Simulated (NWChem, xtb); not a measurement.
**A ladder of methods for CH5BN2O (SMILES [H]/N=C(/N)BO)**

CH5BN2O has 10 atoms, charge 0, and is taken as a singlet. SMILES: `[H]/N=C(/N)BO`. Geometry: relaxed at PBE0-D4/def2-TZVP. This is a higher conformer, about 17 kJ/mol above the lowest found by a separate search.

```xyz
10

N    -1.5447   -0.0612   -0.7200
C    -0.4792   -0.3580   -0.0749
N    -0.3563   -1.5888    0.5105
B     0.7354    0.6316    0.1369
O     0.5952    1.8809   -0.3474
H    -1.4874    0.9007   -1.0444
H    -1.0438   -2.2856    0.2729
H     0.5532   -1.9135    0.7817
H     1.7513    0.2996    0.6912
H     1.3595    2.4429   -0.2036
```

Each level gives the dipole moment (D). The values are calculated.

```json
{"level": "GFN2-xTB", "kind": "semi-empirical", "program": "xtb", "value (D)": "3.90"}
{"level": "GFN0-xTB", "kind": "semi-empirical", "program": "xtb", "value (D)": "5.68"}
{"level": "GFN1-xTB", "kind": "semi-empirical", "program": "xtb", "value (D)": "4.44"}
{"level": "HF/STO-3G", "kind": "Hartree–Fock", "program": "NWChem", "value (D)": "3.61"}
{"level": "HF/3-21G", "kind": "Hartree–Fock", "program": "NWChem", "value (D)": "4.41"}
{"level": "HF/def2-SVP", "kind": "Hartree–Fock", "program": "NWChem", "value (D)": "4.19"}
{"level": "B3LYP/6-31G* (spherical functions)", "kind": "global hybrid", "program": "NWChem", "value (D)": "3.73"}
{"level": "PBE0/def2-SVP", "kind": "global hybrid", "program": "NWChem", "value (D)": "3.69"}
```

The values span 3.61 to 5.68 D. Magnitudes only. Sets without polarisation functions give poor dipoles.
